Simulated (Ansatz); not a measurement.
`F[SiH]([SiH3])[SiH3]` → `[SiH3][SiH3]` + `F[SiH]` at 600 K and 1 bar (silylene formation by 1,1-elimination).

Program: Ansatz. Geometries: PBE0-D4/def2-TZVP. ΔE: electronic, gas phase. CBS: MP2 limit from def2 TZ/QZ plus the TZ coupled-cluster correction, frozen cores. This one scheme is used for every species.

| species | CCSD(T)/CBS energy (Eh) | H − E (kJ/mol) | S (J/(mol·K)) |
| --- | --- | --- | --- |
| `F[SiH]([SiH3])[SiH3]` | -971.28016 | 232.3 | 483.5 |
| `[SiH3][SiH3]` | -581.74359 | 174.5 | 343.9 |
| `F[SiH]` | -389.46371 | 45.2 | 268.7 |

H − E and S are ideal-gas, rigid-rotor, harmonic terms from PBE0-D4/def2-TZVP. 1 Eh = 2625.50 kJ/mol, R = 8.31446 J/(mol·K).

Problem. By hand: ΔE, ΔH, ΔS and ΔG.

Solution. ΔE = (-581.74359) + (-389.46371) − (-971.28016) = 0.07286 Eh = 191.3 kJ/mol. Δ(H − E) = 174.5 + 45.2 − 232.3 = -12.6, so ΔH = 178.7 kJ/mol. ΔS = 343.9 + 268.7 − 483.5 = 129.1 J/(mol·K). ΔG = 178.7 − 600 × (129.1)/1000 = 101.2 kJ/mol.

Problem. By hand: the equilibrium constant, and the temperature at which ΔG would vanish if ΔH and ΔS stayed fixed.

Solution. log₁₀ K = −ΔG/(RT ln 10) = -8.8. ΔG = 0 at ΔH/ΔS = 1384 K.

The number of gas molecules changes by +1, which sets the sign of ΔS. A doubt of 5 kJ/mol in ΔE shifts log₁₀ K by 0.4 here. These are equilibria of isolated gas molecules and say nothing of rates. Largest T1 diagnostic: 0.015 (customary marks: 0.02 for closed shells, 0.045 for open ones).
